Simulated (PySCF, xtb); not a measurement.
Te(Me)(OSiH3) (CH6OSiTe), SMILES C[Te]O[SiH3].

Geometry: PBE-D3(BJ)/def2-SVP. The structure was generated by enumeration, and PubChem lists no compound with its InChIKey, so it may never have been made. The def2 effective core potentials stand for the cores of Te; spin–orbit coupling is left out. The values are those of a single conformer.

Level of theory: C-PCM-PBE0/def2-SVP (PySCF 2.14.0).

The values are the electrostatic part of the solvation free energy, E(continuum) − E(gas) at the gas-phase geometry, in a cavity of scaled van der Waals radii (PySCF's table); cavitation and dispersion terms are not included. In vacuum the orbital gap is 4.26 eV. The dipole moment in vacuum is 2.19 D.

Computed values in water (ε = 78.36), acetonitrile (ε = 35.69), toluene (ε = 2.37):
```json
[
 {"solvent": "water", "ε": "78.36", "ΔG(elec) (kcal/mol)": "-3.8", "dipole (D)": "2.95", "gap (eV)": "4.36"},
 {"solvent": "acetonitrile", "ε": "35.69", "ΔG(elec) (kcal/mol)": "-3.7", "dipole (D)": "2.93", "gap (eV)": "4.36"},
 {"solvent": "toluene", "ε": "2.37", "ΔG(elec) (kcal/mol)": "-2.1", "dipole (D)": "2.58", "gap (eV)": "4.32"}
]
```

For comparison, GFN2-xTB/ALPB(water) (xtb, at the GFN2-xTB geometry, all terms of that model) gives -2.2 kcal/mol.
